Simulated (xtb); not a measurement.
ClTl (SMILES [Cl][Tl]), singlet, from a rough starting geometry (GFN-xTB shapes and energies of metal compounds can be far from the true ones); GFN2-xTB (xtb 6.7.1).

The xtb input:
```
$ xtb mol.xyz --gfn 2 --opt vtight --json

# file mol.xyz
2

Tl    -0.79457658    -0.69202196    -0.71235934
Cl     0.79233839     0.66101568     0.79214204
```

Q: Predict the main parts of the log of this xtb run.

A: 
```
   ID    Z sym.   atoms
    1   81 Tl     1
    2   17 Cl     2

           -------------------------------------------------
          |                Calculation Setup                |
           -------------------------------------------------

           -------------------------------------------------
          |                 G F N 2 - x T B                 |
           -------------------------------------------------

          ...................................................
          :                      SETUP                      :
          :.................................................:
          :  # basis functions                  14          :
          :  # atomic orbitals                  13          :
          :  # shells                            5          :
          :  # electrons                        10          :
          :  max. iterations                   250          :
          :  Hamiltonian                  GFN2-xTB          :
          :  restarted?                      false          :
          :  GBSA solvation                  false          :
          :  PC potential                    false          :
          :  electronic temp.          300.0000000     K    :
          :  accuracy                    1.0000000          :
          :  -> integral cutoff          0.2500000E+02      :
          :  -> integral neglect         0.1000000E-07      :
          :  -> SCF convergence          0.1000000E-05 Eh   :
          :  -> wf. convergence          0.1000000E-03 e    :
          :  Broyden damping             0.4000000          :
          :  net charge                          0          :
          :  unpaired electrons                  0          :
          ...................................................

 iter      E             dE          RMSdq      gap      omega  full diag
   1     -6.1997987 -0.619980E+01  0.124E+01    6.91       0.0  T
   2     -6.1999880 -0.189351E-03  0.775E+00    6.59       1.0  T
   3     -6.2000245 -0.364363E-04  0.388E-01    6.52       1.0  T
   4     -6.2000262 -0.169826E-05  0.114E-01    6.52       1.0  T
   5     -6.2000288 -0.264871E-05  0.429E-02    6.52       1.6  T
   6     -6.2000301 -0.124571E-05  0.189E-02    6.52       3.7  T
   7     -6.2000304 -0.286755E-06  0.524E-03    6.51      13.5  T
   8     -6.2000304 -0.188540E-09  0.118E-04    6.51     597.9  T
   9     -6.2000304 -0.168754E-13  0.107E-04    6.51     659.7  T

   *** convergence criteria satisfied after 9 iterations ***

         :::::::::::::::::::::::::::::::::::::::::::::::::::::
         ::                     SUMMARY                     ::
         :::::::::::::::::::::::::::::::::::::::::::::::::::::
         :: total energy              -6.200004586266 Eh    ::
         :: gradient norm              0.003091964775 Eh/a0 ::
         :: HOMO-LUMO gap              6.513962456611 eV    ::
         ::.................................................::
         :: SCC energy                -6.200030350378 Eh    ::
         :: -> isotropic ES            0.025504219187 Eh    ::
         :: -> anisotropic ES          0.003663176291 Eh    ::
         :: -> anisotropic XC         -0.000816409036 Eh    ::
         :: -> dispersion             -0.000932549286 Eh    ::
         :: repulsion energy           0.000025764112 Eh    ::
         :: add. restraining           0.000000000000 Eh    ::
         :: total charge              -0.000000000000 e     ::
         :::::::::::::::::::::::::::::::::::::::::::::::::::::

      -----------------------------------------------------------
     |                   =====================                   |
     |                        A N C O P T                        |
     |                   =====================                   |
     |               Approximate Normal Coordinate               |
     |                Rational Function Optimizer                |
      -----------------------------------------------------------
      -----------------------------------------------------------
     |                   =====================                   |
     |                        A N C O P T                        |
     |                   =====================                   |
     |               Approximate Normal Coordinate               |
     |                Rational Function Optimizer                |
      -----------------------------------------------------------

          ...................................................
          :                      SETUP                      :
          :.................................................:
          :   optimization level         verytight          :
          :   max. optcycles                   200          :
          :   ANC micro-cycles                  20          :
          :   degrees of freedom                 1          :
          :.................................................:
          :   RF solver                   davidson          :
          :   write xtbopt.log                true          :
          :   linear (good luck)              true          :
          :   energy convergence         0.1000000E-06 Eh   :
          :   grad. convergence          0.2000000E-03 Eh/α :
          :   maxmium RF displ.          1.0000000          :
          :   Hlow (freq-cutoff)         0.1000000E-01      :
          :   Hmax (freq-cutoff)         5.0000000          :
          :   S6 in model hess.         20.0000000          :
          ...................................................

generating ANC from exact Hessian ...
Using Lindh-Hessian (1995)
 Shifting diagonal of input Hessian by    0.0000000000000000
 Lowest  eigenvalues of input Hessian
    0.000000    0.000000    0.000000    0.000000    0.000000    0.028215
 Highest eigenvalues
    0.000000    0.000000    0.000000    0.000000    0.000000    0.028215

........................................................................
[...]
 * total energy  :    -6.2000046 Eh     change       -0.7194245E-13 Eh
 * total energy  :    -6.1997269 Eh     change        0.2776465E-03 Eh
 * total energy  :    -6.2000485 Eh     change       -0.3215491E-03 Eh
 * total energy  :    -6.2000486 Eh     change       -0.1517846E-06 Eh
 * total energy  :    -6.2000487 Eh     change       -0.7976975E-07 Eh
   *** GEOMETRY OPTIMIZATION CONVERGED AFTER 5 ITERATIONS ***
[...]
           -------------------------------------------------

          ...................................................
          :                      SETUP                      :
          :.................................................:
          :  # basis functions                  14          :
          :  # atomic orbitals                  13          :
          :  # shells                            5          :
          :  # electrons                        10          :
          :  max. iterations                   250          :
          :  Hamiltonian                  GFN2-xTB          :
          :  restarted?                      false          :
          :  GBSA solvation                  false          :
          :  PC potential                    false          :
          :  electronic temp.          300.0000000     K    :
          :  accuracy                    1.0000000          :
          :  -> integral cutoff          0.2500000E+02      :
          :  -> integral neglect         0.1000000E-07      :
          :  -> SCF convergence          0.1000000E-05 Eh   :
          :  -> wf. convergence          0.1000000E-03 e    :
          :  Broyden damping             0.4000000          :
          :  net charge                          0          :
          :  unpaired electrons                  0          :
          ...................................................

 iter      E             dE          RMSdq      gap      omega  full diag
   1     -6.2000696 -0.620007E+01  0.456E-06    6.45       0.0  T
   2     -6.2000696 -0.355271E-14  0.288E-06    6.45   24567.3  T
   3     -6.2000696 -0.888178E-15  0.396E-07    6.45  100000.0  T

   *** convergence criteria satisfied after 3 iterations ***

         :::::::::::::::::::::::::::::::::::::::::::::::::::::
         ::                     SUMMARY                     ::
         :::::::::::::::::::::::::::::::::::::::::::::::::::::
         :: total energy              -6.200048720576 Eh    ::
         :: gradient norm              0.000000181319 Eh/a0 ::
         :: HOMO-LUMO gap              6.451379900688 eV    ::
         ::.................................................::
         :: SCC energy                -6.200069638575 Eh    ::
         :: -> isotropic ES            0.026218410152 Eh    ::
         :: -> anisotropic ES          0.003702868566 Eh    ::
         :: -> anisotropic XC         -0.000749600793 Eh    ::
         :: -> dispersion             -0.000933222769 Eh    ::
         :: repulsion energy           0.000020918000 Eh    ::
         :: add. restraining           0.000000000000 Eh    ::
         :: total charge              -0.000000000000 e     ::
         :::::::::::::::::::::::::::::::::::::::::::::::::::::

           -------------------------------------------------
          |                Property Printout                |
           -------------------------------------------------

    * Orbital Energies and Occupations

         #    Occupation            Energy/Eh            Energy/eV
      -------------------------------------------------------------
         1        2.0000           -0.9704819             -26.4082
         2        2.0000           -0.6893342             -18.7577
         3        2.0000           -0.3694239             -10.0525
         4        2.0000           -0.3638575              -9.9011
         5        2.0000           -0.3638575              -9.9011 (HOMO)
         6                         -0.1267736              -3.4497 (LUMO)
         7                         -0.1267736              -3.4497
         8                          0.1019660               2.7746
         9                          0.1243296               3.3832
        10                          0.1243296               3.3832
        11                          0.1247905               3.3957
        12                          0.1247905               3.3957
        13                          0.1605070               4.3676
      -------------------------------------------------------------
                  HL-Gap            0.2370838 Eh            6.4514 eV
             Fermi-level           -0.2453155 Eh           -6.6754 eV

     #   Z          covCN         q      C6AA      α(0)
     1  81 Tl       0.729     0.605   630.903    65.774
     2  17 Cl       0.729    -0.605   119.340    16.709

 Mol. C6AA /au·bohr⁶  :       1253.664749
 Mol. C8AA /au·bohr⁸  :     163986.280885
 Mol. α(0) /au        :         82.483752

Wiberg/Mayer (AO) data.
largest (>0.10) Wiberg bond orders for each atom

 ---------------------------------------------------------------------------
     #   Z sym  total        # sym  WBO       # sym  WBO       # sym  WBO
 ---------------------------------------------------------------------------
     1  81 Tl   0.718 --     2 Cl   0.718
     2  17 Cl   0.718 --     1 Tl   0.718
 ---------------------------------------------------------------------------

Topologies differ in total number of bonds
Writing topology from bond orders to xtbtopo.mol

molecular dipole:
                 x           y           z       tot (Debye)
 q only:       -1.830      -1.560      -1.735
   full:       -1.852      -1.579      -1.756       7.628
molecular quadrupole (traceless):
                xx          xy          yy          xz          yz          zz
 q only:        0.093       0.085       0.218      -0.201      -0.100      -0.311
  q+dip:        0.027      -0.369       0.300      -0.710      -0.533      -0.327
   full:       -0.101      -1.249       0.453      -1.689      -1.368      -0.352

optimized geometry written to: xtbopt.xyz

           -------------------------------------------------
          | TOTAL ENERGY               -6.200048720576 Eh   |
          | GRADIENT NORM               0.000000181319 Eh/α |
          | HOMO-LUMO GAP               6.451379900688 eV   |
           -------------------------------------------------

normal termination of xtb
```
